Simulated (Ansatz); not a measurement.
Reaction (ligand exchange at the Si–C bond): `N=C([SiH3])Cl` + `N=C1C[SiH2]1` → `[SiH3]/N=C1\C[SiH2]1` + `N=CCl`

Calculated with Ansatz (gas phase, PBE0-D4/def2-TZVP geometries, no zero-point term in ΔE). CCSD(T)/CBS adds triple-zeta CCSD(T) − MP2 to the extrapolated MP2 energy (def2 sets, frozen cores). This one scheme is used for every species. DFT in def2-TZVPP. B3LYP here is the variant with VWN-RPA as its local correlation; programs differ in this. One conformer a species, not always the lowest.

Problem. Is it downhill or uphill in electronic energy at CCSD(T)/CBS, and by how much? (An estimate is asked.)

Solution. The calculation gave: Downhill: ΔE = -0.28 eV.

Problem. What do these levels give: PBE-D4, r2SCAN-D4, B3LYP-D4, ωB97X-V, ωB97M-V, B2PLYP, B3LYP, HF/def2-TZVPP, SCS-MP2/def2-TZVPP, CCSD(T)/def2-TZVPP, HF/def2-QZVPP, SCS-MP2/def2-QZVPP? (Estimate.)

Solution. The calculation gave: PBE-D4 -0.23, r2SCAN-D4 -0.28, B3LYP-D4 -0.30, ωB97X-V -0.30, ωB97M-V -0.30, B2PLYP -0.30, B3LYP -0.29, HF/def2-TZVPP -0.40, SCS-MP2/def2-TZVPP -0.32, CCSD(T)/def2-TZVPP -0.28, HF/def2-QZVPP -0.41, SCS-MP2/def2-QZVPP -0.33 eV.

Largest T1 diagnostic among the species: 0.014.

In def2-TZVPP, CCSD(T) changes the Hartree–Fock value by +0.11 eV (the triples alone add +0.02 eV) and MP2 by +0.07 eV. From PBE to PBE0 (25 % exact exchange), in def2-TZVPP and without D4, ΔE moves by −0.05 eV.
